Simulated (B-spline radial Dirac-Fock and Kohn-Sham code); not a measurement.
Ionisation of each subshell: Sn⁺

System: the Sn⁺ ion in the configuration 1s2 2s2 2p6 3s2 3p6 3d10 4s2 4p6 4d10 5s2 5p1; nuclear rms radius 4.6519 fm (A = 120).

The computed values come from a radial finite-basis atomic code: Dirac-Fock energy differences between relaxed states, corrected for Breit and QED terms. Correlation energy is missing from these numbers. Energies are counted from the vacuum level.

All terms are in eV, carry their sign (relaxation lowers the binding energy) and add up to the binding energy; ⟨r⟩ is the mean radius of the orbital in the initial state.

```
subshell  −ε (Koopmans)  relaxation   Breit  self-energy  vacuum polarisation  binding energy  ⟨r⟩ (bohr)
       K        29378.0      -65.60  -63.66       -37.20                 4.91         29216.4       0.029
      L1         4533.7      -35.17   -5.86        -4.54                 0.56          4488.7       0.125
      L2         4222.6      -38.61   -9.94         0.33                -0.02          4174.4       0.106
      L3         3991.0      -37.44   -6.54        -0.09                -0.03          3946.9       0.111
      M1          921.3      -15.05   -0.81        -0.90                 0.11           904.7       0.337
      M2          793.7      -15.53   -1.48         0.07                -0.01           776.8       0.329
      M3          750.2      -15.05   -0.85        -0.01                -0.01           734.3       0.340
      M4          527.4      -16.49   -0.42         0.09                -0.01           510.5       0.311
      M5          518.5      -16.29   -0.17         0.06                -0.01           502.1       0.315
      N1          168.2       -4.69   -0.11        -0.17                 0.02           163.2       0.822
      N2          123.6       -4.41   -0.21         0.02                 0.00           119.0       0.871
      N3          115.7       -4.17   -0.10         0.01                 0.00           111.4       0.899
      N4          44.30       -3.28   -0.01         0.02                 0.00           41.03       1.079
      N5          43.16       -3.19    0.03         0.02                 0.00           40.01       1.093
      O1          20.86       -0.41   -0.01        -0.02                 0.00           20.43       2.378
    O2,3          13.83       -0.18   -0.01         0.00                 0.00           13.64       2.974
```

For the deepest level, K (1s), the Breit terms make up -0.218 % of the binding energy, QED -0.111 % and orbital relaxation -0.225 %.

Spin-orbit splittings: 2p 227.5 eV, 3p 42.52 eV, 3d 8.43 eV, 4p 7.56 eV, 4d 1.02 eV.

Going to the tabulated ground configuration of the next ion removes an electron from O2,3 (5p), computed at 13.64 eV. NIST lists 14.63307 eV as the ionisation energy of this species (measured), +0.99 eV from the computed value. Where a p, d or f shell is open in either ion the computed value averages over both j values and all terms, while the table refers to the lowest levels; that difference holds spin-orbit splitting (largest in heavy or highly charged ions), term energies where several electrons share open shells, and correlation, and it can reach 10 % or more.
